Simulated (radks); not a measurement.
Q: Species: Os XI. Configuration: [Kr] 4d10 4f14 5s2 5p4. Calculated with a radial shooting solver on a logarithmic mesh with Libxc functionals: Dirac Kohn-Sham, LDA (Slater exchange, Perdew-Zunger correlation), spin-unpolarised, spherical densities, point nucleus; open shells fill j = l - 1/2 first. Some entries of the table are withheld. Estimate them.

| orbital | occ. | eigenvalue (eV) | <r> (bohr) |
|---|---|---|---|
| 1s1/2 | 2 | -73879.00 | 0.01774 |
| 2s1/2 | 2 | -12997.84 | (1) |
| 2p1/2 | 2 | -12454.41 | 0.06132 |
| 2p3/2 | 4 | -10924.46 | 0.06951 |
| 3s1/2 | 2 | -3151.013 | 0.1935 |
| 3p1/2 | 2 | (2) | 0.1835 |
| 3p3/2 | 4 | (3) | 0.1987 |
| 3d3/2 | 4 | -2165.631 | 0.1734 |
| 3d5/2 | 6 | -2093.259 | 0.1781 |
| 4s1/2 | 2 | -794.0947 | 0.4317 |
| 4p1/2 | 2 | -691.9912 | 0.4354 |
| 4p3/2 | 4 | -613.2567 | 0.4691 |
| 4d3/2 | 4 | -445.4333 | 0.4814 |
| 4d5/2 | 6 | -430.8093 | 0.4926 |
| 5s1/2 | 2 | -247.9190 | 0.9583 |
| 4f5/2 | 6 | -217.3437 | 0.5382 |
| 4f7/2 | 8 | -214.4496 | 0.5451 |
| 5p1/2 | 2 | -213.8475 | 1.017 |
| 5p3/2 | 2 | -198.5943 | 1.085 |

A: 
(1) 2s1/2 <r> (bohr): 0.07428
(2) 3p1/2 eigenvalue (eV): -2907.698
(3) 3p3/2 eigenvalue (eV): -2573.987
